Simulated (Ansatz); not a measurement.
Isolated molecules relaxed with PBE0-D4/def2-TZVP in Ansatz; ΔE leaves out vibrations. CCSD(T)/CBS is the MP2 limit (def2-TZVPP, def2-QZVPP) plus CCSD(T) − MP2 in def2-TZVPP, frozen cores. This one scheme is used for every species. DFT in def2-TZVPP. def2 core potentials past Kr. For Hf outer-core shells are correlated without core-valence functions, which leaves a few kJ/mol of doubt a bond. One conformer a species, not always the lowest.

Consider the ligand exchange at the Hf–Cl bond: `[NH2][Hf]([F])([Cl])[Cl]` + NH₃ → `[NH2][Hf]([NH2])([F])[Cl]` + HCl.

`[NH2][Hf]([F])([Cl])[Cl]`:

Cartesian coordinates in Å:
```
N 0.269 -0.525 1.123
Hf -0.063 0.322 -0.659
F 1.635 0.868 -1.287
Cl -1.523 2.141 -0.382
Cl -1.057 -1.259 -2.085
H -0.436 -0.923 1.729
H 1.175 -0.624 1.561
```

NH₃:

Cartesian coordinates in Å:
```
N -0.167 0.005 0.227
H -0.700 0.038 -0.633
H 0.469 0.792 0.213
H 0.398 -0.835 0.194
```

`[NH2][Hf]([NH2])([F])[Cl]`:

Z-matrix (Å, degrees):
```
Hf
N 1 2.021
F 1 1.910 2 109.0
N 1 2.016 2 106.0 3 -118.3
Cl 1 2.372 2 109.3 3 122.4
H 2 1.010 1 125.9 3 122.1
H 2 1.011 1 125.2 3 -56.9
H 4 1.011 1 126.2 2 103.3
H 4 1.011 1 124.9 2 -83.0
```

HCl:

Z-matrix (Å, degrees):
```
Cl
H 1 1.279
```

CCSD(T)/CBS gives +23.4 kcal/mol.

Problem. Another level gave +23.1 kcal/mol. Which?
A. PBE-QIDH/def2-TZVPP
B. RPA@PBE/def2-TZVPP
C. LC-ωPBE/def2-TZVPP
D. HF/def2-TZVPP

Solution. C. LC-ωPBE 23.1, PBE-QIDH 24.4, HF/def2-TZVPP 25.8, RPA@PBE/def2-TZVPP 22.0 kcal/mol.

Largest T1 diagnostic among the species: 0.014.

At CCSD(T), def2-SVP lies −1.1 kcal/mol from the extrapolated value and def2-TZVPP −0.5 kcal/mol. From PBE to PBE0 (25 % exact exchange), in def2-TZVPP and without D4, ΔE moves by +0.7 kcal/mol. In def2-TZVPP, CCSD(T) changes the Hartree–Fock value by −2.9 kcal/mol (the triples alone add +0.1 kcal/mol) and MP2 by −2.1 kcal/mol.
